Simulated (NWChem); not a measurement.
Molecule: C5H5N; SMILES C=C1C=CN=C1

B3LYP is NWChem's, with the RPA form of VWN correlation.

Q: Give the equilibrium geometry at B3LYP/6-31G* (spherical d) (NWChem) as a Z-matrix, with the point group.

A: point group Cs; any orientation.
```
C
C 1 1.3436
H 2 1.0869 1 122.07
H 2 1.0870 3 116.68 1 180.00
C 1 1.4653 2 130.44 3 0.00
C 5 1.3522 1 105.58 2 180.00
H 5 1.0819 6 128.35 1 180.00
H 6 1.0835 5 128.46 7 0.00
N 6 1.4314 8 118.47 5 180.00
C 9 1.2936 6 105.67 8 180.00
H 10 1.0872 9 122.45 6 180.00
```
